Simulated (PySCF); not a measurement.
## Vertical excitation energies

Compound: GeH7NOSi.
Numbering: `[NH2:1][SiH2:2][O:3][GeH3:4]` (hydrogens: H5, H6 on N1; H7, H8 on Si2; H9, H10, H11 on Ge4)

Cartesian coordinates in Å at the PBE0-D3(BJ)/def2-SVP level; atoms count from 1:
```
atom  x, y, z in Å
N1    -1.6365    0.4428   -0.5085
Si2   -0.9567   -0.6418    0.6418
O3     0.6945   -0.4976    0.7787
Ge4    1.8655    0.2223   -0.3493
H5    -1.8696    1.4066   -0.3079
H6    -1.8339    0.1839   -1.4661
H7    -1.5238   -0.3537    1.9887
H8    -1.2890   -2.0220    0.1825
H9     1.6333   -0.3373   -1.7679
H10    3.2494   -0.1833    0.1787
H11    1.7031    1.7541   -0.3479
```

Method: PySCF 2.14.0, density-fitted response routines, TDDFT wB97X-D/def2-SVPD, vertical, gas phase, core orbitals frozen in the response. The wB97X-D/def2-SVPD calculation is non-relativistic and has no spin–orbit coupling, an omission that weighs most on germanium.

| state | λ (nm) | E (eV) | f | main configurations (H = HOMO, L = LUMO) |
| --- | --- | --- | --- | --- |
| S1 | 182.3 | 6.80 | 0.058 | H→L (56%), H→L+2 (22%), H→L+1 (16%) |
| S2 | 171.1 | 7.25 | 0.0012 | H-1→L+1 (82%) |
| S3 | 163.4 | 7.59 | 0.040 | H→L+1 (51%), H-2→L+1 (18%), H→L+2 (9%) |
| S4 | 160.4 | 7.73 | 0.080 | H-1→L (82%) |
| S5 | 154.6 | 8.02 | 0.014 | H-2→L+1 (65%), H→L+1 (10%) |
| S6 | 150.7 | 8.22 | 0.035 | H→L+2 (25%), H-2→L (22%), H→L (19%) |
| S7 | 147.1 | 8.43 | 0.012 | H→L+7 (38%), H-2→L (14%), H-1→L+2 (13%) |
| S8 | 146.6 | 8.46 | 0.0088 | H-1→L+2 (45%), H→L+7 (23%) |
| S9 | 146.1 | 8.49 | 0.022 | H-2→L (24%), H→L+7 (19%), H→L+4 (18%) |
| S10 | 144.7 | 8.57 | 0.017 | H-1→L+4 (24%), H-3→L+1 (16%), H-2→L (13%) |

Triplets, Tamm–Dancoff:

```tsv
state	E (eV)	λ (nm)	main configurations (H = HOMO, L = LUMO)
T1	6.51	190.5	H→L (47%), H→L+1 (22%), H→L+2 (20%)
T2	6.94	178.7	H-1→L+1 (75%)
T3	7.17	172.8	H→L+1 (43%), H→L+2 (16%), H-2→L+1 (12%)
T4	7.48	165.7	H-1→L (76%)
```

The lowest singlet comes at 182 nm (656 kJ/mol) in the vacuum ultraviolet; it is of moderate strength; its leading configuration is HOMO→LUMO (56%). The most intense listed level is S4 at 7.73 eV (160 nm, f = 0.080), 0.93 eV above S1. Löwdin shares by element: HOMO nitrogen 65%, oxygen 10%, silicon 8%, hydrogen 6% or more; LUMO germanium 40%, hydrogen 16% or more, silicon 12% (atoms not listed hold the other 31%). The listed states span 1.77 eV, and the widest gap between neighbours is 0.44 eV (S1 to S2). Weighted by f, the mean energy of these states is 7.76 eV. Orbital energies (eV): HOMO-3 -11.49, HOMO-2 -10.88, HOMO-1 -10.07, HOMO -9.61, LUMO 1.69, LUMO+1 1.83, LUMO+2 2.54. All these states lie below the vertical ionisation energy of 9.99 eV (ΔSCF). Only the lowest 10 singlets were computed, as vertical energies without vibronic structure.

One conformer stands for the species.
